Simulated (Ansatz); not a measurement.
`[Cl][InH][Cl]` + `OBF` → `[F][InH][Cl]` + `OBCl`  (redistribution)

Computed with Ansatz on PBE0-D4/def2-TZVP structures; ΔE is electronic, products minus reactants. CCSD(T)/CBS adds triple-zeta CCSD(T) − MP2 to the extrapolated MP2 energy (def2 sets, frozen cores). This one scheme is used for every species. Functionals use def2-TZVPP. Elements past krypton have def2 core potentials. For In outer-core shells are correlated without core-valence functions, which leaves a few kJ/mol of doubt a bond. One conformer a species, not always the lowest.

Q: Is it downhill or uphill in electronic energy at CCSD(T)/CBS, and by how much? (An estimate is asked.)

A: Computed: Uphill: ΔE = +1.14 eV.

Q: What do these levels give: r2SCANh-D4, r2SCAN0-D4, HF/def2-SVP, MP2/def2-SVP, HF/def2-TZVPP, CCSD/def2-TZVPP? (An estimate is asked.)

A: Ansatz gave: r2SCANh-D4 1.15, r2SCAN0-D4 1.20, HF/def2-SVP 1.43, MP2/def2-SVP 1.19, HF/def2-TZVPP 1.38, CCSD/def2-TZVPP 1.21 eV.

Q: What do rigid-rotor, harmonic-oscillator terms from PBE0-D4/def2-TZVP frequencies (298.15 K, 1 bar) make of the CCSD(T)/CBS value? (Best estimate.)

A: The calculation gave: ΔZPE = -0.02 eV, ΔH = +1.12 eV, ΔS = 7 J/(mol·K), ΔG = +1.10 eV.

Largest T1 diagnostic among the species: 0.015.

From BLYP to BHLYP (50 % exact exchange), in def2-TZVPP and without D4, ΔE moves by +0.20 eV. In def2-TZVPP, CCSD(T) changes the Hartree–Fock value by −0.20 eV (the triples alone add −0.04 eV) and MP2 by −0.21 eV.
